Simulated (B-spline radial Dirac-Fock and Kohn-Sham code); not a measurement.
These are calculated numbers from an atomic code on a B-spline grid; the model is the Dirac equation of a negative muon with reduced mass in the field of a spherical finite nucleus, with the Uehling potential to all orders; nuclear polarisation, deformation, hyperfine structure, self-energy, higher-order vacuum polarisation, relativistic recoil and electron screening are left out. The nuclear charge is a Gaussian distribution.

Problem. A muonic atom of atomic mass 196.97 u emits these computed lines: 2p3/2 → 1s1/2 5965 keV, 3d5/2 → 2p3/2 2327 keV, 4f7/2 → 3d5/2 869.4 keV, 5g9/2 → 4f7/2 400.1 keV. Which element is it, and what rms charge radius was used?

Solution. Gold (Z = 79, nuclide ¹⁹⁷Au); the high transitions hardly feel the nucleus and fix Z. The 2p → 1s line lies 8867 keV below the value for a point nucleus without QED, which for this nuclear model gives a radius near 5.44 fm (5.4371 fm was used).
